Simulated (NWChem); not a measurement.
A series in which one site is exchanged, each optimised at PBE0/def2-SVP with NWChem, gas phase unless a solvent is named. Low-valent species are run as closed-shell singlets; no triplet was tried in these runs. This build's default masses of Se (78.918 u) and Br (79.917 u) are each other's, which moves their modes by up to 0.6 %. Some are not confirmed as minima by frequencies. def2 effective core potentials on I; no spin-orbit coupling.

A: [Br][Ge][Br] (GeBr2; site = Br)
B: [F][Ge][Br] (GeBrF; site = F)
C: [Br][Ge][I] (GeIBr; site = I)
D: [Cl][Ge][Br] (GeBrCl; site = Cl)

```json
[
 {"quantity": "dipole (D), PBE0/def2-SVP", "A": "1.78", "B": "[?]", "C": "1.63", "D": "1.88"},
 {"quantity": "orbital gap (eV), PBE0/def2-SVP", "A": "4.54", "B": "[?]", "C": "4.16", "D": "4.75"},
 {"quantity": "lowest singlet excitation, CAM-B3LYP/def2-SVPD, TDA (eV)", "A": "3.54", "B": "[?]", "C": "3.15", "D": "3.77"}
]
```

Task: Fill in the missing entries.

Result: 
- dipole (D), PBE0/def2-SVP, B: 2.13
- orbital gap (eV), PBE0/def2-SVP, B: 5.22
- lowest singlet excitation, CAM-B3LYP/def2-SVPD, TDA (eV), B: 4.24
